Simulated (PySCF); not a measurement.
Compound: C₅H₁₄O₂Si₂.
Geometry (GFN2-xTB, Å), atoms numbered from 1 in this order:
```xyz
23
C5H14O2Si2 angstrom
C      2.761    1.471    0.715
C      2.150    0.257    0.033
O      0.905   -0.013    0.633
C      0.218   -1.165    0.151
C     -0.390   -0.910   -1.226
Si    -1.580    0.554   -0.976
O     -2.871    0.509   -1.979
C     -2.248    0.188    0.767
Si    -1.201   -1.253    1.432
H      2.873    1.281    1.779
H      3.733    1.691    0.283
H      2.107    2.330    0.585
H      2.812   -0.618    0.141
H      2.028    0.459   -1.042
H      0.909   -2.021    0.134
H      0.389   -0.731   -1.971
H     -0.926   -1.807   -1.542
H     -0.893    1.842   -1.120
H     -2.765    0.544   -2.925
H     -2.144    1.060    1.406
H     -3.308   -0.051    0.739
H     -1.905   -2.541    1.339
H     -0.659   -1.046    2.773
```

NICS is the negative of the GIAO shielding at a point without a nucleus: at the ring centre (0) and 1 Å above and below it (1); zz is the component along the ring normal. Level: GIAO PBE0/pcSseg-1 (PySCF, non-relativistic, gas phase) on the GFN2-xTB geometry, one conformer.

Ring bond lengths (Å), with Mayer bond orders in brackets: C4–C5 1.527 (1.01), C5–Si6 1.904 (0.86), Si6–C8 1.901 (0.88), C8–Si9 1.902 (0.93), Si9–C4 1.914 (0.85).

Problem. What do the NICS probes read (ppm)?

Solution. 
```tsv
ring	type	NICS(0)	NICS(1), two faces	NICS(1)zz, two faces	rms pucker (Å)	centre to ring atoms, mean (Å)
C4–C5–Si6–C8–Si9	5-membered ring with 2 Si; formal bonds all single	-2.9	-2.6 / -3.7	-0.3 / -4.4	0.22	1.53
```

Problem. What can be read from them?

Solution. 
- C4–C5–Si6–C8–Si9: mean NICS(1)zz -2.4 ppm, near zero. C4, C5, Si6, C8, Si9 have four or more neighbours, and the NICS criterion for π rings isn't applied. The two faces differ by 4.1 ppm, so no symmetry operation interchanges them.

Problem. At the first NICS(1) probe listed for ring C4–C5–Si6–C8–Si9, 1 Å off the ring, what do the in-plane components average?

Solution. The isotropic value is a third of the trace: (3 × -2.6 − (-0.3))/2 = -3.8 ppm.

Problem. List the ring angles and the Hirshfeld charges of the ring atoms.

Solution. 
- C4–C5–Si6–C8–Si9: C4 108.4° (-0.047 e), C5 105.0° (-0.184 e), Si6 101.1° (+0.410 e), C8 105.8° (-0.254 e), Si9 98.0° (+0.329 e); sum 518.4° against 540° for a flat convex ring.

Problem. How shielded are the nuclei of the rings and their hydrogens (means over atoms taken as equivalent)?

Solution. 
```
atoms                  environment  σ isotropic (ppm)  principal values of the symmetric part, first atom (ppm)
   C4   sp3 carbon bound to oxygen              112.3                                         87.6, 92.8, 156.3
   C5  sp3 carbon bound to silicon              167.4                                       143.1, 177.0, 181.9
  Si6         oxygen-bound silicon              336.2                                       281.4, 351.9, 375.1
   C8  sp3 carbon bound to silicon              198.7                                       183.3, 202.9, 209.9
  Si9                 SiH2 silicon              379.6                                       330.7, 391.8, 416.4
  H15             methine hydrogen              27.93                                          24.4, 27.5, 31.9
  H16           methylene hydrogen              29.79                                          25.1, 29.6, 34.7
  H17           methylene hydrogen              31.44                                          27.7, 28.2, 38.4
  H18                Si–H hydrogen              26.23                                          21.9, 26.0, 30.8
  H20           methylene hydrogen              31.46                                          26.9, 27.7, 39.7
  H21           methylene hydrogen              31.74                                          26.4, 28.1, 40.7
  H22                Si–H hydrogen              27.34                                          24.0, 24.6, 33.4
  H23                Si–H hydrogen              27.47                                          23.8, 25.3, 33.3
```
